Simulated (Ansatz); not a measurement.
Basis-set series for `NC1O[SiH2]1`. Charge 0, multiplicity 1. The geometry is a stationary point of PBE0-D4/def2-TZVP. It is one conformer, not always the lowest.

```json
{"functional": "PBE0-D4", "basis": "def2-TZVPP", "functions": "205", "energy (Eh)": "-460.33189", "HOMO (eV)": "-7.04", "LUMO (eV)": "-0.46"}
{"functional": "PBE0-D4", "basis": "def2-QZVPP", "functions": "391", "energy (Eh)": "-460.35219", "HOMO (eV)": "-7.08", "LUMO (eV)": "-0.60"}
{"functional": "ωB97M-V", "basis": "def2-TZVPP", "functions": "205", "energy (Eh)": "-460.55657", "HOMO (eV)": "-9.30", "LUMO (eV)": "1.27"}
{"functional": "ωB97M-V", "basis": "def2-QZVPP", "functions": "391", "energy (Eh)": "-460.57563", "HOMO (eV)": "-9.35", "LUMO (eV)": "0.97"}
```

(1) Give the rows for def2-SVP. (An estimate is asked.)

Answers

(1) Computed: 
```tsv
functional	basis	functions	energy (Eh)	HOMO (eV)	LUMO (eV)
PBE0-D4	def2-SVP	85	-460.02107	-6.88	-0.03
ωB97M-V	def2-SVP	85	-460.23863	-9.12	1.92
```

Positive LUMOs are unbound and depend on the basis.
